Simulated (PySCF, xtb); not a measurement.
C3H7N, SMILES C/N=C\C.

GFN2-xTB in xtb at its own geometry gives an orbital gap of 3.66 eV and a dipole moment of 2.19 D.

Geometry optimised at r2SCAN-D4/def2-SVP. The structure was generated by enumeration; whether it is a known compound was not checked.

**Question.** What does PBE/def2-TZVP (PySCF) give? (Estimate from the structure and the level; the computed values follow.)

**Answer.** gap 4.47 eV (levels -5.46 and -0.98 eV), dipole 1.87 D.
